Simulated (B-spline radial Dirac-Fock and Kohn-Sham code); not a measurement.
## The O-like isoelectronic sequence (8 electrons), Z = 68 to 80

The computed values come from a B-spline atomic structure program: Dirac-Fock ΔSCF + Breit + QED. Binding energies in eV, tabulated ground configurations ([He] 2s2 2p4 throughout). Correlation energy is missing from these numbers.

```csv
ion,1s,2s,outermost level,NIST ionisation energy
Er⁶⁰⁺,63220.4,14835.8,13866.9 (2p),13548 ± 10
Tm⁶¹⁺,65288.4,15349.4,14329.1 (2p),13988 ± 12
Yb⁶²⁺,67396.7,15873.9,14799.8 (2p),14435 ± 15
Lu⁶³⁺,69546.5,16409.7,15279.1 (2p),14890 ± 19
Hf⁶⁴⁺,71739.0,16957.0,15767.1 (2p),15351 ± 24
Ta⁶⁵⁺,73974.0,17515.9,16263.8 (2p),15820 ± 30
W⁶⁶⁺,76252.3,18086.6,16769.3 (2p),16252 ± 11
Re⁶⁷⁺,78574.7,18669.4,17283.7 (2p),16780 ± 40
Os⁶⁸⁺,?,?,?,?
Ir⁶⁹⁺,83354.3,19872.0,18339.5 (2p),17770 ± 50
Pt⁷⁰⁺,85813.0,20492.4,18881.1 (2p),18280 ± 60
Au⁷¹⁺,88318.9,21125.8,19432.1 (2p),18790 ± 60
Hg⁷²⁺,90872.3,21772.4,19992.3 (2p),19310 ± 70
```

Problem. Fill in the row of Os⁶⁸⁺.

Solution. 1s 80941.5, 2s 19264.4, outermost 17807.0 (2p), NIST 17270 ± 50 eV.

NIST's values are for the lowest levels; a dash marks a value that is missing or belongs to another shell. Their kind here: semi-empirical, theoretical. Where a p, d or f shell is open in either ion the computed value averages over both j values and all terms, while the table refers to the lowest levels; that difference holds spin-orbit splitting (largest in heavy or highly charged ions), term energies where several electrons share open shells, and correlation, and it can reach 10 % or more.
